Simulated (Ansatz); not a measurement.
All numbers were calculated with Ansatz.

A structure relaxed at PBE0-D4/def2-TZVP, charge 0, multiplicity 1:

```xyz
12

C     1.505   -0.371    1.870
Se    1.138   -0.759    0.003
C    -0.503    0.271   -0.158
Si   -1.198    0.165   -1.898
H     2.426   -0.894    2.127
H     0.694   -0.738    2.498
H     1.644    0.699    2.013
H    -0.293    1.316    0.087
H    -1.237   -0.114    0.554
H    -2.455    0.959   -1.969
H    -1.497   -1.247   -2.249
H    -0.224    0.713   -2.877
```

Task: Give its formula and SMILES.

Result: C2H8SeSi, `C[Se]C[SiH3]`.

Task: Point group (tolerance 0.08 Å, 0.16 Å for H)?

Result: Cs.

Task: Summarise the bond lengths by kind.

Result: 2 × C–Se 1.942 to 1.945 Å; 5 × C–H 1.089 to 1.093 Å; 1 × C–Si 1.877 Å; 3 × H–Si 1.485 to 1.488 Å.
